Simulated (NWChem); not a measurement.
Molecule: C4H2ClFO; SMILES c1(F)oc(Cl)cc1

```xyz
9

F     -0.8712     2.5552     0.0000
C     -0.1148     1.4751     0.0000
C      1.2283     1.2993     0.0000
C      1.4130    -0.1304     0.0000
C      0.1670    -0.6708     0.0000
Cl    -0.3978    -2.2888     0.0000
O     -0.7952     0.3066     0.0000
H      1.9845     2.0692     0.0000
H      2.3475    -0.6716     0.0000
```
Atoms are numbered in this order, from 1.

Results from NWChem. Geometry optimised at B3LYP/6-31G*; all other runs use it. Pople sets run with spherical d functions.

```tsv
quantity	level	value
isotropic polarisability (bohr³), static	PBE0/def2-SVPD	___
vertical ionisation energy, ΔSCF (eV)	PBE/def2-SVP	8.55
vertical, lowest state with f > 0.02, singlet (eV)	PBE0/def2-SVPD, TDA	___
cavity-dispersion-structure term (kcal/mol) in n-hexane	B3LYP/6-31G*, SMD	-1.9
dipole (D)	B3LYP/6-31G*	1.76
highest harmonic frequency (cm⁻¹)	B3LYP/6-31G*	___
```

Problem. What belongs in the gaps?

Solution. 
- isotropic polarisability (bohr³), static, value: 62.0
- vertical, lowest state with f > 0.02, singlet (eV), value: 6.29
- highest harmonic frequency (cm⁻¹), value: 3303
